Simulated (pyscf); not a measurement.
## H₃Ge–SnH₃, singlet

Gas-phase minimum from PySCF at ωB97X-D3(BJ)/def2-SVP, one conformer. 

```
Sn
H 1 1.7090
H 1 1.7090 2 108.51
H 1 1.7090 2 108.51 3 -117.71
Ge 1 2.5679 2 110.43 4 -121.14
H 5 1.5371 1 110.49 2 60.28
H 5 1.5371 6 108.44 1 121.23
H 5 1.5371 6 108.44 7 117.55
```

Properties at ωB97X-D3(BJ)/def2-SVP:

* **Harmonic wavenumbers, unscaled**: 89, 245, 332, 332, 523, 523, 692, 759, 759, 830, 909, 909, 1966, 1966, 1968, 2179, 2182, 2182 cm⁻¹
* **Zero-point energy**: 27.7 kcal/mol
* **Rotational symmetry number**: 3
* **Entropy of this conformer at 298 K and 1 atm, rigid rotor and harmonic oscillator, modes under 100 cm⁻¹ raised to 100**: 315.8 J/(mol K)
* **Dipole moment**: 0.10 D

Single-point totals, which compare only within one level (frozen core for MP2 and CC):

```csv
level,total energy (hartree)
ωB97X-D3(BJ)/def2-TZVP,-2294.94184
PBE/def2-TZVP,-2294.54981
r²SCAN/def2-TZVP,-2294.95408
B3LYP-D3(BJ)/def2-TZVP,-2295.02643
PBE0-D3(BJ)/def2-TZVP,-2294.62882
M06-2X/def2-TZVP,-2294.79692
ωB97M-D3(BJ)/def2-TZVP,-2294.94106
HF/def2-TZVPP,-2292.19002
MP2/def2-TZVPP,-2292.79994
CCSD/def2-TZVPP,-2292.82485
CCSD(T)/def2-TZVPP,-2292.84326
```

Soft torsions are taken as harmonic, which can shift the entropy by several J/(mol K). The CCSD(T) − MP2 part came from Ansatz, without density fitting, on the same reference. The frozen core leaves the outer d or s,p core shells of the metals and heavy elements correlated in the MP2 and CC values, and def2-TZVPP describes them poorly, so these totals are far from the basis limit. Elements up to Kr have no core potential and no relativistic terms here. Elements past Kr carry the def2 core potentials, without spin-orbit coupling.
